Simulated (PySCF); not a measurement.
# Sr⁺ (strontium, charge +1): UHF calculation

Configuration: [Kr] 5s1, 2S determinant. Calculation: PySCF 2.14, in def2-TZVP with the def2 core potential (28 electrons); scalar relativity through the core potential.

| Quantity | Value |
| --- | --- |
| Total energy | -30.172767 hartree |
| One-electron energy | -47.6678 hartree |
| Hartree (Coulomb) energy | 21.2672 hartree |
| Exchange energy | -3.7722 hartree |
| ⟨S²⟩ | 0.7504 |
| ⟨L²⟩ | 0.000 |
| Sum of ⟨r⟩ | 16.35 bohr |
| Sum of ⟨r²⟩ | 39.74 bohr² |
| Time after the integrals | 0.06 s of wall time on 1 thread of Neoverse-V1 (shared host) |

| shell | electrons | mean orbital energy (eV) | rms radius, mean of both spins (bohr) |
| --- | --- | --- | --- |
| 4s α | 1 | -59.470 | 1.46 |
| 4s β | 1 | -59.230 | 1.46 |
| 4p α | 3 | -36.027 | 1.68 |
| 4p β | 3 | -35.910 | 1.68 |
| 5s α | 1 | -10.469 | 4.30 |

Energies and moments cover only the electrons outside the core potential.
